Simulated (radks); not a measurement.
Problem. Numerical settings for the palladium ion Pd+, [Kr] 4d9. All-electron calculation, scalar-relativistic Kohn-Sham, PBE, spin-polarised, spherical densities, finite nucleus; open shells are filled with parallel spins first (spin-orbit coupling, left out, can overturn this in heavy ions); Fermi nuclear charge, rms radius 4.5318 fm. Program: a radial shooting solver on a logarithmic mesh with Libxc functionals. The defaults (mesh step 0.008 in ln r, mesh end at 40 bohr or more with all orbitals vanishing there, Anderson mixing 0.5 over 9 steps, residual threshold near 1e-9 with the energy settled to 1e-9 hartree or 1e-11 of itself, here a cap of 68 iterations) give E = -5045.4655 hartree and 4d at -14.265 eV in 15 iterations. Run on one thread of a shared host, so times are rough (Intel(R) Xeon(R) Platinum 8488C): 0.19 s of CPU time, 0.19 s wall, 15 iterations on 2259 mesh points. One setting is changed at a time: mesh step in ln r 0.2; mesh step in ln r 0.05; mesh step in ln r 0.08; mesh end (bohr) 400; mesh end (bohr) 3; residual threshold 1e-16; residual threshold 1e-13; mixing 0.2; linear mixing, mixing 1; linear mixing, mixing 0.05; mixing history 2; iteration cap 2. Which runs fail to converge, and which converge to a wrong energy?

Solution. Not converged within the cap: mesh step in ln r 0.2; mesh step in ln r 0.08; residual threshold 1e-16; linear mixing, mixing 1; linear mixing, mixing 0.05; iteration cap 2. Settings that end as converged yet miss the energy by more than 1 mhartree: mesh end (bohr) 3 (+0.656 hartree).
